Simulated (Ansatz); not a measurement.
`[NH2][Al]1[NH][SiH2]1`, charge 0, multiplicity 1.

Q: Give a relaxed structure at PBE0-D4/def2-TZVP (the Gaussian-basis code of Ansatz). (An estimate is asked.)

A: Computed: 
```xyz
9

N    -2.0251   -0.8672   -0.7744
Al   -0.4477   -0.3751   -0.1693
N     0.4221    1.1368    0.1521
Si    1.6649   -0.0153    0.6437
H    -2.7571   -0.2387   -1.0635
H    -2.3203   -1.8236   -0.8791
H     0.4497    2.1449    0.1530
H     2.9360    0.0082   -0.1418
H     2.0775    0.0299    2.0793
```
Point group Cs.
This is one stationary point; other conformers may exist.
